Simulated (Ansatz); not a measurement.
Stepwise reaction of `O[Si@H](Cl)[Si@H](F)Cl` with hydrogen, as a gas-phase model of exchange steps in deposition or etching. ΔE in kJ/mol.

Gas-phase electronic energies from Ansatz, PBE0-D4/def2-TZVP geometries. CCSD(T)/CBS adds triple-zeta CCSD(T) − MP2 to the extrapolated MP2 energy (def2 sets, frozen cores). This one scheme is used for every species. DFT in def2-TZVPP. B3LYP here is the variant with VWN-RPA as its local correlation; programs differ in this. One conformer a species, not always the lowest.

```
step                                                   reaction  PBE-D4  B3LYP-D4  ωB97M-V  CCSD(T)/CBS
   1  `O[Si@H](Cl)[Si@H](F)Cl` + H₂ → `O[SiH2][SiH](F)Cl` + HCl    90.3      89.3     89.6         88.3
```

(1) Give the row of step 2, `O[SiH2][SiH](F)Cl` + H₂ → `O[SiH2][SiH2]F` + HCl. (Best estimate.)

(2) By hand: ΔE of the 2 steps together at CCSD(T)/CBS.

Results:

(1) Ansatz gave: 
```tsv
step	reaction	PBE-D4	B3LYP-D4	ωB97M-V	CCSD(T)/CBS
2	`O[SiH2][SiH](F)Cl` + H₂ → `O[SiH2][SiH2]F` + HCl	93.0	89.8	91.3	89.0
```

(2) (88.3) + (89.0) = 177.3 kJ/mol, or 88.7 kJ/mol a step.

In ΔE the steps differ by no more than 0.7 kJ/mol. All are uphill at CCSD(T)/CBS. PBE-D4 differs from CCSD(T)/CBS by 2.0 to 4.0 kJ/mol a step. Isolated molecules leave out the surface, adducts and barriers. Largest T1 diagnostic: 0.012.
